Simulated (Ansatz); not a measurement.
Input and output for C2H4AlClGe, SMILES `Cl[C]1=[CH][GeH2][AlH]1`.

```yaml
crystal:
  periodic: [false, false, false]
  atoms:
    - {symbol: Cl, position_ang: [1.622098, 1.924179, 1.639139]}
    - {symbol: C, position_ang: [0.577610, 0.874826, 0.732728]}
    - {symbol: C, position_ang: [1.054627, -0.136760, -0.018231]}
    - {symbol: Ge, position_ang: [-0.461161, -1.079036, -0.879653]}
    - {symbol: Al, position_ang: [-1.352100, 0.750512, 0.475384]}
    - {symbol: H, position_ang: [2.118133, -0.359759, -0.104549]}
    - {symbol: H, position_ang: [-0.358498, -1.033534, -2.416698]}
    - {symbol: H, position_ang: [-0.520229, -2.560943, -0.460639]}
    - {symbol: H, position_ang: [-2.591880, 1.574217, 1.015420]}
basis:
  gaussian: {orbitals: def2-mTZVPP, point_charges: [{charge: 1.00, position_ang: [5.456, -0.407, 0.815]}]}
total_charge: -1
magnetization: {spin_polarized: true, initial_magnetization: 1}
hamiltonian: {xc: {name: HF}}
correlation: {method: ccsd_t}
accuracy: high
```

```sh
$ ansatz run in.yaml --threads 4 --pin off --events-out ev --progress --plain --max-ram 10444MiB
```

It prints (some lines left out):

```
Functional definition: HF
  name "HF"
  cite "Fock, Z. Phys. 61, 126 (1930) doi:10.1007/BF01340294"
  parent pbe
  exchange = exact_x
  correlation = 0
2867 factors; integrals over basis functions are off by at most 1.9e-8 eV
mean field evaluation 1: about -77683.3183 eV, gradient 1.8e1 eV
mean field evaluation 2: about -77683.4692 eV, gradient 1.8e1 eV
mean field evaluation 4: about -77685.9426 eV, gradient 3.1e0 eV
mean field evaluation 8: about -77686.2042 eV, gradient 6.7e-1 eV
mean field evaluation 16: about -77686.2442 eV, gradient 1.4e-6 eV
mean field -77686.24419581 eV, -2854.9168165684 hartree, gradient 1.6e-8 eV, S^2 0.896761; 1 other end points of the search recorded, 0 dependent functions left out
determinant -77686.24419581 eV, -2854.9168165684 hartree, with singles and doubles -77706.60005553 eV, -2855.6648806154 hartree
determinant -77684.07743334 eV, -2854.8371895164 hartree, with singles and doubles -77704.63121025 eV, -2855.5925268860 hartree
21 core orbitals not correlated: weight in the atoms' cores, before any rotation towards them, 1.000 or more for the frozen orbitals, at most 0.000 for the correlated occupied ones
reference -77686.24419581 eV, -2854.9168165684 hartree; 19, 18 occupied and 103, 104 virtual orbitals, 2867 factors
second order -19.12818788 eV of doubles, -0.00000000 eV of singles
cycle   1  -20.35536443 eV  change    5.0e-4 eV  update   2.4e-3
cycle   2  -20.35728784 eV  change   -1.9e-3 eV  update   1.5e-3
cycle   3  -20.35663613 eV  change    6.5e-4 eV  update   7.9e-4
cycle   4  -20.35646039 eV  change    1.8e-4 eV  update   3.2e-4
cycle   5  -20.35749189 eV  change   -1.0e-3 eV  update   1.4e-4
cycle   6  -20.35778877 eV  change   -3.0e-4 eV  update   7.8e-5
cycle   7  -20.35774426 eV  change    4.5e-5 eV  update   5.1e-5
cycle   8  -20.35770137 eV  change    4.3e-5 eV  update   3.3e-5
cycle   9  -20.35769851 eV  change    2.9e-6 eV  update   1.6e-5
cycle  10  -20.35770394 eV  change   -5.4e-6 eV  update   5.2e-6
cycle  11  -20.35770488 eV  change   -9.4e-7 eV  update   1.8e-6
cycle  12  -20.35770158 eV  change    3.3e-6 eV  update   8.1e-7
cycle  13  -20.35770120 eV  change    3.8e-7 eV  update   2.8e-7
cycle  14  -20.35770106 eV  change    1.3e-7 eV  update   1.4e-7
cycle  15  -20.35770108 eV  change   -1.5e-8 eV  update   8.3e-8
cycle  16  -20.35770113 eV  change   -5.0e-8 eV  update   5.7e-8
cycle  17  -20.35770114 eV  change   -8.4e-9 eV  update   4.3e-8
cycle  18  -20.35770114 eV  change  -6.3e-10 eV  update   1.2e-7
cycle  19  -20.35770114 eV  change   -2.8e-9 eV  update   3.5e-8
cycle  20  -20.35770115 eV  change   -1.0e-8 eV  update   1.5e-8
cycle  21  -20.35770116 eV  change   -3.2e-9 eV  update   8.2e-9
cycle  22  -20.35770116 eV  change   -2.4e-9 eV  update   3.5e-9
perturbative correction -0.85837460 eV, -0.0315446847 hartree
Total energy: -77707.46027157 eV, -2855.6964929717 hartree
```

It took 3.7 min on 4 threads of an Arm Neoverse V2 on a shared host, with 4.1 GiB of host memory at the peak.
